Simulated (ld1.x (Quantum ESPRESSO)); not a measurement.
**Sb: one change to a TM semilocal potential, before and after**

antimony, norm-conserving Troullier–Martins (semilocal form), made with ld1.x (Quantum ESPRESSO) 7.5 (PBE, scalar-relativistic). Core [Kr], reference 4d10 5s2 5p3. Waves: 5p (bound): rc 2.55 bohr; 4d (bound): rc 0.85 bohr; 5s (bound): rc 1.75 bohr. Local part: the s channel. Core correction: Bessel-smoothed model core, default radius (core density twice the valence density).

Change: all radii but the core radius scaled by about 0.73 (s 1.28, p 1.86, d 0.62 bohr).

Cutoffs: the cutoffs (Ry, on a coarse ladder) from which the occupation-weighted sum of valence levels, in a spherical-Bessel basis at the reference potential, stays within 10 and 1 mRy of its value at 400 Ry; they do not see the model core or the augmentation charge, which bear on the density cutoff. Errors are all-electron minus pseudo energies relative to the spin-unpolarised reference configuration.

What does the change do?

A bound ghost appears in s, which as a rule spoils a file; the number of tests that count goes from 7 to 0. A semilocal file is local in each channel, so a ghost entry of none says nothing of the separable form that plane-wave codes build from it.

| quantity | base | changed |
| --- | --- | --- |
| cutoffs, loose and tight | 180 Ry, over 300 Ry | not determined |
| bound ghosts | none | s (extra level of the local part) |
| tests counted (converged, no solver errors) | 7 of 7 | 0 of 7 |

Changed file: Tests not counted: all (the test run did not reproduce the reference configuration, from which every error is measured). A true bound ghost makes a file unfit for plane-wave use even where its test errors are small: the radial tests pick states by their node count and pass the ghost by. Where a test does run into it, the solver fails or the error is huge.
